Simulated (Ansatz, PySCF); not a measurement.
Gas-phase reaction (SMILES): Cl[Si](Cl)(Cl)N[Si](Cl)(Cl)Cl + F (HF) -> F[Si](Cl)(Cl)Cl [trichloro(fluoro)silane] + N[Si](Cl)(Cl)Cl; hydrogen fluoride cleaves one Si-N bond, a model of a ligand-exchange step.

Geometries: B3LYP-D3(BJ)/def2-TZVP minima from Ansatz (a first-principles code), one conformer each, not searched for the lowest. Correlated levels leave the core frozen unless marked. Spin-orbit coupling is left out. No relativistic terms. CBS(X,Y): correlation extrapolated as X^-3; Hartree-Fock from the larger set. [CCSD(T)-MP2]/basis is that difference in the basis named. Thermal terms are rigid-rotor harmonic-oscillator values from B3LYP-D3(BJ) frequencies (Ansatz or PySCF) at 298.15 K and 1 atm. 1 Eh = 627.5095 kcal/mol.

```tsv
species	E, RI-MP2/CBS(aug-cc-pV(T+d)Z,aug-cc-pV(Q+d)Z)+[CCSD(T)-MP2]/aug-cc-pV(T+d)Z (Ansatz) (Eh)	E, PBE/def2-TZVPD (Ansatz) (Eh)	H - E (Eh)
Cl[Si](Cl)(Cl)N[Si](Cl)(Cl)Cl	-3392.51232	-3394.58240	0.04177
F (HF)	-100.39388	-100.39521	0.01259
F[Si](Cl)(Cl)Cl	-1768.42254	-1769.45997	0.01555
N[Si](Cl)(Cl)Cl	-1724.50925	-1725.54806	0.03959
```

Work out ΔE and ΔH at 298.15 K at the first level, then ΔH at the second.


1. ΔE = [(-1768.42254) + (-1724.50925)] - [(-3392.51232) + (-100.39388)] = -0.02559 Eh = -16.1 kcal/mol at RI-MP2/CBS(aug-cc-pV(T+d)Z,aug-cc-pV(Q+d)Z)+[CCSD(T)-MP2]/aug-cc-pV(T+d)Z.
2. The terms H - E add up to 0.00078 Eh, so ΔH = (-0.02559 + (0.00078))×627.5095 = -15.6 kcal/mol.
3. At PBE/def2-TZVPD the same steps give ΔE = -19.1 and ΔH = -18.6 kcal/mol, a shift of -3.0 from the first level.
4. These values are not checked against measurement here, since the tables used lack a sound gas-phase enthalpy of formation for at least one species.
